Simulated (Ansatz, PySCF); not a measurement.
Torsion H4–O1–Si2–S3 in H2OSSi (SMILES O[Si]S); at each angle all else is relaxed with GFN2-xTB, and the levels are single points there.
Geometry at 180° (charge 0, multiplicity 1):
```tsv
atom	x (Å)	y (Å)	z (Å)
O	-0.9806	0.4360	-0.7019
Si	-0.0330	-0.8684	-0.3900
S	1.7474	-0.0956	-1.3769
H	-1.8890	0.5089	-0.4264
H	1.2082	1.0547	-1.7536
```

Quantity: the energy at 270° less that at 180°.

On the grid 0° to 330°, 270° is the highest and 180° the lowest point at MP2/CBS(cc-pV(T+d)Z, cc-pV(Q+d)Z) + ΔCCSD(T)/cc-pV(T+d)Z.

Cores are frozen in the correlated methods. CBS(a, b) extrapolates the correlation energy as X⁻³ and adds the Hartree–Fock energy of set b.

Programs: Ansatz (a quantum-chemistry and plane-wave program) with Gaussian orbitals; PySCF for the dispersion terms. Values without a source in brackets are computed.

Costs are ratios of core time to PBE/def2-TZVPP (roughly 4 s), for whole runs (searches for the state included, and forces where a run took them) on one shared machine, so rough; each difference counts from 24.2 kJ/mol (MP2/CBS(cc-pV(T+d)Z, cc-pV(Q+d)Z) + ΔCCSD(T)/cc-pV(T+d)Z, a level with limits of its own).

```tsv
level	basis functions	cost	difference (kJ/mol)
SVWN5/def2-TZVPP	143	×0.7	-1.3
PBE/def2-TZVPP	143	×1	-1.4
BLYP/def2-TZVPP	143	×1	-2.9
BLYP-D3(BJ)/def2-TZVPP	143	×1	-2.9
PBE0-D3(BJ)/def2-TZVPP	143	×1	-1.1
B3LYP/def2-TZVPP	143	×1	-2.5
B3LYP-D3(BJ)/def2-TZVPP	143	×1	-2.5
r2SCAN/def2-TZVPP	143	×2	0.0
r2SCAN-D3(BJ)/def2-TZVPP	143	×2	0.0
CCSD(T)/cc-pV(D+d)Z	70	×2	4.0
MP2/cc-pV(Q+d)Z	243	×6	0.8
CCSD(T)/cc-pV(T+d)Z	136	×10	0.9
```

With a budget of 3 times the cost of PBE/def2-TZVPP, the closest level: r2SCAN/def2-TZVPP, at 0.0 kJ/mol; next is r2SCAN-D3(BJ)/def2-TZVPP at 0.0 kJ/mol.

What the step from CCSD(T)/cc-pV(D+d)Z to CCSD(T)/cc-pV(T+d)Z costs and buys: 70 to 136 functions, cost ×6 (rough); the difference goes from 4.0 to 0.9 kJ/mol.
